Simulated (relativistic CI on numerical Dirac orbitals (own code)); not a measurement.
# Radial parameters of Co²⁵⁺

Computed by Dirac-Coulomb-Breit CI, KLI orbitals optimised for each configuration, a model potential for QED, unscaled Slater integrals (own radial code, finite nucleus).

Slater integrals F^k, G^k are unscaled and averaged over j, outside the closed core (none); ζ comes from projecting the Hamiltonian with its Breit term on Σ l·s of the shell.

- 1s2s: G^0(1s,2s) = 128460 cm⁻¹; <r>(1s) = 0.05499, <r^2>(1s) = 0.004051, <r>(2s) = 0.2244, <r^2>(2s) = 0.05884 (bohr units).
- 1s2p: G^1(1s,2p) = 282280, ζ(2p) = 115940 cm⁻¹; <r>(1s) = 0.055, <r^2>(1s) = 0.004052, <r>(2p) = 0.1896, <r^2>(2p) = 0.04324 (bohr units).
- 1s3s: G^0(1s,3s) = 33764 cm⁻¹; <r>(1s) = 0.05491, <r^2>(1s) = 0.004037, <r>(3s) = 0.5088, <r^2>(3s) = 0.2944 (bohr units).

Averages of the first 10 configurations, taken without configuration mixing, which lowers the lowest level and can move excited configurations by several eV; other configurations of the list can lie among them:

```tsv
Configuration	Parity	States	Average energy above the lowest level (eV)
1s²	even	1	0.0
1s2s	even	4	7180.3
1s2p	odd	12	7220.9
1s3s	even	4	8501.0
1s3p	odd	12	8512.5
1s3d	even	20	8518.7
1s4s	even	4	8959.2
1s4p	odd	12	8964.0
1s4d	even	20	8966.6
1s4f	odd	28	8967.3
```
